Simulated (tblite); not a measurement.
Record of a relaxation.

Species: C4H8BF3P (doublet state).
Bonds: F1–C2, C2–F3, C2–F4, C2–C5, C5–C6, C6–C7, C7–B8, B8–P9. Hydrogens: H10, H11 on C5; H12, H13 on C6; H14, H15 on C7; H16, H17 on P9.

Computed with GFN2-xTB (tblite), gas phase: L-BFGS steps from a force-field or distance-geometry start until the largest atomic force falls under 0.01 eV/Å. 10 of its 124 geometries are shown.

Step 0: E = -828.8753 eV, largest atomic force 2.178 eV/Å
```
atom  x, y, z in Å  |  force x, y, z in eV/Å
F1     -1.968    1.683   -0.953   -0.908  -0.292   1.181
C2     -2.440    0.878    0.044    0.302  -0.830   0.175
F3     -3.675    0.391   -0.322    0.830   1.278   0.486
F4     -2.516    1.576    1.254   -0.303  -0.615  -2.067
C5     -1.527   -0.332    0.212   -0.070  -1.218   0.287
C6     -0.101    0.043    0.541    0.395   1.454  -0.177
C7      0.795   -1.153    0.686    0.946  -0.980   0.919
B8      2.290   -0.736    1.048    0.746   0.312  -1.539
P9      3.243    0.319   -0.212   -1.098   0.054  -0.189
H10    -1.941   -1.007    1.012    0.148   0.709  -0.627
H11    -1.453   -0.943   -0.720   -0.578   0.607   0.445
H12    -0.026    0.663    1.461   -0.251  -0.296  -0.488
H13     0.282    0.662   -0.311   -0.133  -0.255   0.595
H14     0.466   -1.814    1.507   -0.497   0.175  -0.257
H15     0.771   -1.792   -0.224    0.159   0.463   0.389
H16     4.564   -0.168   -0.494   -0.378   0.815   0.932
H17     3.228    1.743    0.109    0.689  -1.380  -0.065
```

Step 14: E = -829.9882 eV, largest atomic force 0.256 eV/Å
```
atom  x, y, z in Å  |  force x, y, z in eV/Å
F1     -2.002    1.664   -0.908    0.014   0.007  -0.021
C2     -2.428    0.824    0.047   -0.019   0.053  -0.008
F3     -3.680    0.470   -0.298    0.083  -0.012   0.072
F4     -2.534    1.555    1.170   -0.029  -0.041  -0.023
C5     -1.514   -0.371    0.218   -0.183  -0.039  -0.052
C6     -0.090    0.067    0.553   -0.157   0.110  -0.085
C7      0.842   -1.139    0.734    0.048   0.064   0.000
B8      2.358   -0.799    0.658    0.105  -0.233  -0.015
P9      3.270    0.287   -0.496   -0.003   0.007   0.114
H10    -1.931   -0.993    1.014    0.018   0.025   0.010
H11    -1.548   -0.937   -0.714    0.037  -0.021  -0.056
H12    -0.136    0.677    1.459    0.197  -0.096   0.017
H13     0.309    0.689   -0.252   -0.109   0.053  -0.030
H14     0.491   -1.725    1.588    0.148   0.038  -0.010
H15     0.736   -1.795   -0.147   -0.106   0.051   0.088
H16     4.611    0.049   -0.181    0.003   0.024   0.052
H17     3.240    1.489    0.194   -0.045   0.010  -0.053
```

Step 27: E = -830.0390 eV, largest atomic force 0.109 eV/Å
```
atom  x, y, z in Å  |  force x, y, z in eV/Å
F1     -2.022    1.665   -0.916    0.037  -0.015   0.052
C2     -2.432    0.830    0.051   -0.048  -0.017   0.010
F3     -3.680    0.463   -0.281   -0.091  -0.022   0.005
F4     -2.539    1.560    1.172    0.015   0.039  -0.006
C5     -1.521   -0.365    0.225    0.090   0.023  -0.034
C6     -0.090    0.079    0.536    0.106  -0.025  -0.002
C7      0.844   -1.143    0.682    0.003  -0.011   0.024
B8      2.374   -0.914    0.498   -0.068   0.049   0.026
P9      3.341    0.268   -0.466   -0.024  -0.003  -0.036
H10    -1.932   -0.991    1.023    0.041   0.080  -0.042
H11    -1.542   -0.927   -0.711   -0.047  -0.027  -0.015
H12    -0.083    0.667    1.457    0.034  -0.061  -0.004
H13     0.271    0.725   -0.268   -0.019  -0.041  -0.048
H14     0.586   -1.644    1.618    0.023  -0.060  -0.027
H15     0.599   -1.860   -0.115   -0.061   0.052   0.046
H16     4.657    0.117   -0.040    0.010  -0.005   0.065
H17     3.162    1.483    0.175   -0.003   0.045  -0.015
```

Step 41: E = -830.0532 eV, largest atomic force 0.096 eV/Å
```
atom  x, y, z in Å  |  force x, y, z in eV/Å
F1     -2.041    1.676   -0.907    0.016  -0.026   0.005
C2     -2.436    0.841    0.065    0.059  -0.029   0.005
F3     -3.689    0.464   -0.249    0.026   0.042   0.061
F4     -2.522    1.577    1.184   -0.037  -0.010  -0.001
C5     -1.518   -0.355    0.225    0.017   0.026  -0.009
C6     -0.071    0.061    0.505   -0.043  -0.007  -0.022
C7      0.842   -1.174    0.651   -0.058   0.029   0.011
B8      2.362   -0.919    0.463    0.038  -0.019   0.013
P9      3.363    0.267   -0.437    0.077   0.034  -0.001
H10    -1.912   -0.964    1.042   -0.004   0.012  -0.022
H11    -1.580   -0.925   -0.705    0.010  -0.017   0.026
H12    -0.029    0.657    1.419   -0.007   0.004  -0.010
H13     0.291    0.682   -0.317   -0.026   0.020  -0.047
H14     0.620   -1.659    1.603   -0.068  -0.045   0.051
H15     0.551   -1.897   -0.118    0.014  -0.033  -0.043
H16     4.636    0.153    0.114   -0.008   0.032  -0.005
H17     3.126    1.525    0.103   -0.005  -0.013  -0.012
```

Step 55: E = -830.0717 eV, largest atomic force 0.051 eV/Å
```
atom  x, y, z in Å  |  force x, y, z in eV/Å
F1     -2.035    1.676   -0.878    0.020  -0.027  -0.021
C2     -2.414    0.859    0.116   -0.017   0.033   0.012
F3     -3.699    0.546   -0.128    0.015  -0.021   0.021
F4     -2.413    1.602    1.234    0.001   0.001   0.020
C5     -1.538   -0.370    0.239   -0.024   0.020  -0.012
C6     -0.067    0.021    0.403   -0.009   0.004  -0.010
C7      0.836   -1.209    0.598    0.035  -0.020  -0.001
B8      2.365   -0.900    0.556    0.013   0.013  -0.007
P9      3.428    0.233   -0.344   -0.039  -0.001   0.032
H10    -1.899   -0.939    1.100    0.038   0.010  -0.027
H11    -1.683   -0.964   -0.666    0.015  -0.015   0.023
H12     0.041    0.679    1.269   -0.034   0.015  -0.035
H13     0.255    0.570   -0.485    0.004   0.010   0.024
H14     0.526   -1.720    1.516    0.013   0.008  -0.034
H15     0.639   -1.918   -0.215   -0.013   0.019   0.010
H16     4.607    0.305    0.388   -0.023  -0.002  -0.001
H17     3.045    1.541   -0.062    0.004  -0.047   0.006
```

Step 68: E = -830.0740 eV, largest atomic force 0.040 eV/Å
```
atom  x, y, z in Å  |  force x, y, z in eV/Å
F1     -2.044    1.664   -0.885   -0.018  -0.004  -0.011
C2     -2.411    0.858    0.123   -0.002   0.001   0.000
F3     -3.699    0.541   -0.095    0.001   0.010   0.014
F4     -2.387    1.610    1.235   -0.014   0.005  -0.001
C5     -1.533   -0.368    0.238    0.014  -0.011   0.000
C6     -0.063    0.028    0.386    0.018   0.009   0.001
C7      0.835   -1.206    0.587   -0.001  -0.010  -0.006
B8      2.365   -0.910    0.562   -0.011  -0.005   0.006
P9      3.429    0.223   -0.333    0.003   0.038   0.011
H10    -1.870   -0.935    1.108   -0.023  -0.001  -0.001
H11    -1.685   -0.971   -0.659   -0.007  -0.004  -0.005
H12     0.041    0.696    1.243    0.021   0.002  -0.001
H13     0.256    0.571   -0.506    0.007  -0.003   0.000
H14     0.513   -1.719    1.498    0.001   0.004  -0.004
H15     0.638   -1.908   -0.231    0.005  -0.001   0.002
H16     4.588    0.316    0.427    0.003  -0.001  -0.007
H17     3.020    1.524   -0.060    0.004  -0.030   0.002
```

Step 82: E = -830.0753 eV, largest atomic force 0.016 eV/Å
```
atom  x, y, z in Å  |  force x, y, z in eV/Å
F1     -2.089    1.649   -0.908    0.007  -0.008  -0.003
C2     -2.414    0.861    0.128    0.005  -0.003   0.000
F3     -3.706    0.529   -0.040   -0.001   0.003   0.006
F4     -2.363    1.636    1.223    0.007   0.002  -0.001
C5     -1.526   -0.360    0.239   -0.002  -0.001  -0.004
C6     -0.052    0.029    0.368   -0.005  -0.001   0.000
C7      0.837   -1.212    0.574   -0.005   0.008  -0.002
B8      2.368   -0.924    0.568   -0.002   0.004  -0.007
P9      3.432    0.224   -0.315   -0.008  -0.003   0.002
H10    -1.858   -0.922    1.115    0.000  -0.002  -0.004
H11    -1.688   -0.966   -0.654   -0.011  -0.010   0.001
H12     0.069    0.706    1.217    0.002   0.001   0.002
H13     0.262    0.559   -0.534    0.003   0.000   0.001
H14     0.501   -1.725    1.480    0.001   0.004   0.004
H15     0.644   -1.911   -0.248    0.000  -0.003  -0.005
H16     4.581    0.328    0.459    0.005  -0.003   0.001
H17     2.994    1.511   -0.031    0.004   0.013   0.008
```

Step 96: E = -830.0771 eV, largest atomic force 0.035 eV/Å
```
atom  x, y, z in Å  |  force x, y, z in eV/Å
F1     -2.144    1.588   -0.968    0.016   0.017   0.016
C2     -2.412    0.861    0.127   -0.011   0.011  -0.017
F3     -3.717    0.545    0.059    0.015  -0.016   0.010
F4     -2.280    1.688    1.178    0.002  -0.013  -0.032
C5     -1.531   -0.365    0.240   -0.004   0.007   0.012
C6     -0.054    0.022    0.344   -0.006   0.001  -0.005
C7      0.837   -1.217    0.549   -0.010  -0.006   0.004
B8      2.369   -0.931    0.538   -0.017   0.010  -0.017
P9      3.425    0.267   -0.288   -0.010   0.009   0.015
H10    -1.850   -0.913    1.128   -0.003  -0.011   0.003
H11    -1.714   -0.983   -0.643    0.007   0.011   0.024
H12     0.078    0.705    1.186    0.005  -0.006  -0.013
H13     0.251    0.544   -0.566   -0.011   0.003  -0.004
H14     0.508   -1.723    1.462    0.011  -0.008   0.016
H15     0.633   -1.924   -0.263    0.013   0.010  -0.009
H16     4.590    0.312    0.467    0.000  -0.004   0.001
H17     3.004    1.536    0.090    0.002  -0.014  -0.002
```

Step 109: E = -830.0777 eV, largest atomic force 0.022 eV/Å
```
atom  x, y, z in Å  |  force x, y, z in eV/Å
F1     -2.155    1.571   -0.983   -0.006  -0.005  -0.001
C2     -2.409    0.863    0.128   -0.007   0.003   0.009
F3     -3.715    0.546    0.088   -0.006   0.013  -0.014
F4     -2.258    1.710    1.159   -0.002  -0.003   0.006
C5     -1.533   -0.365    0.250    0.002  -0.004   0.001
C6     -0.054    0.017    0.331   -0.001   0.000  -0.005
C7      0.837   -1.222    0.533   -0.009  -0.003   0.002
B8      2.369   -0.934    0.520   -0.021  -0.003  -0.005
P9      3.425    0.284   -0.273    0.003   0.001   0.003
H10    -1.848   -0.904    1.146    0.012   0.015   0.009
H11    -1.729   -0.992   -0.623    0.013  -0.008  -0.001
H12     0.093    0.710    1.163    0.003  -0.011  -0.008
H13     0.238    0.529   -0.589    0.000   0.003   0.004
H14     0.515   -1.727    1.448    0.005  -0.001   0.000
H15     0.628   -1.928   -0.279    0.013   0.000   0.000
H16     4.587    0.310    0.489    0.002   0.002  -0.003
H17     3.002    1.543    0.132    0.000   0.000   0.004
```

Step 123: E = -830.0788 eV, largest atomic force 0.007 eV/Å
```
atom  x, y, z in Å  |  force x, y, z in eV/Å
F1     -2.162    1.529   -1.014    0.004   0.005  -0.002
C2     -2.409    0.863    0.124   -0.001  -0.001  -0.003
F3     -3.717    0.554    0.104    0.003  -0.004   0.004
F4     -2.245    1.744    1.123    0.001  -0.003   0.000
C5     -1.536   -0.363    0.281   -0.005  -0.001   0.000
C6     -0.054    0.013    0.306    0.001   0.000   0.000
C7      0.837   -1.229    0.494    0.005  -0.001  -0.001
B8      2.369   -0.942    0.472    0.000   0.000   0.000
P9      3.418    0.327   -0.247   -0.002  -0.001   0.001
H10    -1.829   -0.857    1.210   -0.002   0.005   0.005
H11    -1.755   -1.030   -0.556   -0.001  -0.002  -0.004
H12     0.125    0.715    1.122    0.000  -0.001   0.004
H13     0.210    0.510   -0.630    0.002   0.001  -0.001
H14     0.528   -1.737    1.412   -0.002   0.003  -0.004
H15     0.618   -1.932   -0.317    0.000  -0.003   0.002
H16     4.592    0.294    0.495   -0.002   0.001  -0.001
H17     3.003    1.552    0.260    0.001   0.000   0.000
```

**Question.** Summarise the path.

**Answer.** The energy falls by 27.75 kcal/mol from step 0 to step 123; nine tenths of that is first reached at step 12. It falls at every step. The largest force goes from 2.178 to 0.007 eV/Å. Among the bonds B8–P9 changes most, from 1.900 to 1.797 Å; the atoms move by 0.403 Å rms after alignment.

**Question.** Follow the three bonds and two angles with the largest change from start to end.

**Answer.** 
```
step  E above end (kcal/mol)  largest force (eV/Å)  B8–P9 (Å)  P9–H17 (Å)  C2–F4 (Å)  H16–P9–H17 (°)  C7–B8–P9 (°)
   0                   27.75                 2.178      1.900       1.460      1.399           112.5         117.8
   5                    6.30                 0.696      1.784       1.370      1.347            97.7         123.0
  11                    3.21                 0.352      1.844       1.392      1.340            92.8         125.0
  16                    1.75                 0.241      1.826       1.382      1.343            93.3         131.5
  21                    1.21                 0.108      1.819       1.386      1.342            94.2         131.3
  27                    0.92                 0.109      1.806       1.385      1.342            94.3         133.2
  32                    0.73                 0.056      1.799       1.388      1.342            94.4         134.7
  37                    0.67                 0.056      1.799       1.388      1.342            94.1         135.1
  43                    0.53                 0.079      1.795       1.388      1.342            94.7         136.0
  48                    0.38                 0.131      1.797       1.392      1.342            94.7         136.0
  53                    0.19                 0.061      1.794       1.390      1.343            94.7         135.6
  59                    0.14                 0.030      1.793       1.390      1.343            94.4         135.9
  64                    0.13                 0.026      1.794       1.389      1.343            94.4         135.5
  70                    0.11                 0.020      1.795       1.390      1.343            94.6         135.3
  75                    0.10                 0.021      1.796       1.389      1.343            94.4         134.9
  80                    0.08                 0.023      1.797       1.389      1.343            94.4         134.7
  86                    0.08                 0.019      1.797       1.389      1.342            94.5         134.4
  91                    0.06                 0.034      1.797       1.389      1.342            94.7         134.4
  96                    0.04                 0.035      1.798       1.390      1.343            94.4         134.7
 102                    0.03                 0.010      1.796       1.389      1.342            94.5         135.1
 107                    0.03                 0.014      1.796       1.389      1.342            94.5         135.0
 112                    0.02                 0.023      1.797       1.389      1.342            94.4         135.3
 118                    0.00                 0.014      1.797       1.389      1.342            94.5         135.1
 123                    0.00                 0.007      1.797       1.389      1.342            94.5         135.2
```

The cost below is that of the whole relaxation. Time: 1.1 s of wall time. Hardware: one thread, Arm Neoverse V1 (aarch64) (shared host).
